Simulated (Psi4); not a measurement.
AgF (SMILES [F][Ag]), singlet, geometry from GFN2-xTB (such geometries of metal compounds can be far from the true shape) (core potentials on Ag). Base run: HF/def2-SV(P) (Psi4 1.11).

Here is a job for Psi4.
```
memory 2 GB

molecule {
0 1
Ag   -0.00000000   -0.00000000   -0.31678464
F     0.00000000    0.00000000    1.65431980
}

set {
  basis def2-sv(p)
}

energy('scf')
print_variables()
```

Each row names what was changed in the base input (with any setting that the change needs).

```csv
change,ΔE vs base (µEh),SCF cycles,basis functions,outcome
base,0.0,9,38,converged
scf_type = direct,-99.0,12,38,converged
scf_type = dfdirj+cosx,-737,10,38,converged
scf_type = dfdirj+link,-162,9,38,converged
puream = true,0.0,9,38,converged
basis_guess = sto-3g,-,-,38,stopped with an error
guess = sapgau,0.0,13,38,converged
basis_guess = true,-,-,38,stopped with an error
guess = gwh,0.0,11,38,converged
cholesky_tolerance = 1e-6 (with scf_type cd),-86.2,9,38,converged
scf_type = cd,-192,9,38,converged
d_convergence = 1e-8,0.0,12,38,converged
guess = huckel,0.0,10,38,converged
```

- basis_guess = sto-3g: ended with `psi4.driver.p4util.exceptions.ValidationError: Projecting from basis (STO-3G) with (0) ECP electrons to basis (DEF2-SV(P)) with (28) ECP electrons will be a disaster. Select a compatible cast-up basis with 'set guess_basis YOUR_BASIS_HERE'.`
- basis_guess = true: ended with `psi4.driver.p4util.exceptions.ValidationError: Projecting from basis (3-21G) with (0) ECP electrons to basis (DEF2-SV(P)) with (28) ECP electrons will be a disaster. Select a compatible cast-up basis with 'set guess_basis YOUR_BASIS_HERE'.`
